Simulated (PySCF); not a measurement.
A GIAO shielding run with PySCF (density fitting, non-relativistic, gas phase) on SMILES O=Cc1cccs1, C5H4OS:

```
$ OMP_NUM_THREADS=1 python probes_run.py task.json out

{"job": {"kind": "nmr", "xc": "wB97X-D", "basis": "pcSseg-2", "pop": false}, "charge": 0, "multiplicity": 1}
O      1.686284    -2.271603    -0.804186
C      0.526621    -2.000352    -0.611354
C      0.056595    -0.684976    -0.198038
C      0.805657     0.437554     0.062694
C      0.017340     1.539152     0.437204
C     -1.320996     1.240615     0.453261
S     -1.617591    -0.372723     0.025671
H     -0.267266    -2.764475    -0.744469
H      1.883955     0.437934    -0.021272
H      0.410287     2.515917     0.684985
H     -2.142158     1.896854     0.699910
```

Hardware: 1 thread of an Arm Neoverse V1, shared host. The job also computes ring-centre shieldings.

(1) How large is the calculation?

(2) How long does it take, and how much memory does it need?

(3) And these other runs on the same molecule and hardware: GIAO shielding at B97-2/pcSseg-2; GIAO shielding at KT3/pcSseg-2; GIAO shielding at PBE0/pcSseg-2?

## Answers

(1) 58 electrons, 315 basis functions and 871 auxiliary functions.

(2) 62 s of wall time, with 15 SCF cycles and 7 response iterations; peak memory 1.4 GiB. Times on a shared host scatter by some tens of per cent.

(3) B97-2/pcSseg-2: 315 functions, 45 s; KT3/pcSseg-2: 315 functions, 68 s; PBE0/pcSseg-2: 315 functions, 56 s.
